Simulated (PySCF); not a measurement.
Species: C₆H₉N.
Numbering: `[CH2:1]=[C:2]([CH3:3])[C@H:4]([CH3:5])[C:6]#[N:7]` (hydrogens: H8, H9 on C1; H10, H11, H12 on C3; H13 on C4; H14, H15, H16 on C5)

The geometry is computed with GFN2-xTB (gas phase).

(1) Give the optimised bond lengths and angles.

Results:

(1) 
```json
{"bond": "C1=C2", "length (pm)": "132.2", "order": "double"}
{"bond": "C2–C3", "length (pm)": "149.7", "order": "single"}
{"bond": "C2–C4", "length (pm)": "151.7", "order": "single"}
{"bond": "C4–C5", "length (pm)": "153.7", "order": "single"}
{"bond": "C4–C6", "length (pm)": "144.6", "order": "single"}
{"bond": "C6≡N7", "length (pm)": "114.3", "order": "triple"}
{"bond": "C1–H8", "length (pm)": "107.7", "order": "single"}
{"bond": "C1–H9", "length (pm)": "107.7", "order": "single"}
{"bond": "C3–H10, C3–H11, C3–H12", "length (pm)": "108.9", "order": "single"}
{"bond": "C4–H13", "length (pm)": "109.7", "order": "single"}
{"bond": "C5–H14, C5–H15, C5–H16", "length (pm)": "108.8", "order": "single"}
```

Bonds in one row agree within 1 pm and their mean is given. Orders are formal, as drawn. A selection of angles:
```json
{"angle": "C2–C1–H8", "degrees": "121.6"}
{"angle": "C2–C1–H9", "degrees": "122.3"}
{"angle": "H8–C1–H9", "degrees": "116.1"}
{"angle": "C1–C2–C3", "degrees": "123.0"}
{"angle": "C1–C2–C4", "degrees": "120.7"}
{"angle": "C3–C2–C4", "degrees": "116.3"}
{"angle": "C2–C3–H10", "degrees": "110.7"}
{"angle": "C2–C3–H12", "degrees": "110.3"}
{"angle": "H10–C3–H11", "degrees": "108.3"}
{"angle": "H10–C3–H12", "degrees": "108.9"}
{"angle": "C2–C4–C5", "degrees": "112.2"}
{"angle": "C2–C4–C6", "degrees": "109.6"}
{"angle": "C2–C4–H13", "degrees": "108.9"}
{"angle": "C5–C4–C6", "degrees": "109.5"}
{"angle": "C5–C4–H13", "degrees": "108.9"}
{"angle": "C6–C4–H13", "degrees": "107.5"}
{"angle": "C4–C5–H14", "degrees": "110.8"}
{"angle": "C4–C5–H15", "degrees": "109.6"}
{"angle": "H14–C5–H15", "degrees": "109.0"}
{"angle": "H14–C5–H16", "degrees": "108.4"}
{"angle": "C4–C6–N7", "degrees": "179.2"}
```

Torsions: C1–C2–C4–C5 -114° (anticlinal).

The C–C distances run from 1.322 Å (C1=C2, drawn double) to 1.537 Å (C4–C5, drawn single), a spread of 0.215 Å. Of the pairs four or more bonds apart, C6···H12 is among the closest relative to their van der Waals radii: 2.59 Å, 89 % of the sum of Bondi's values.

Point group: C1 (no symmetry element, even within 0.4 Å). No GFN2-xTB frequencies stand behind this structure, so it isn't proved a minimum. One conformer, not necessarily the lowest.
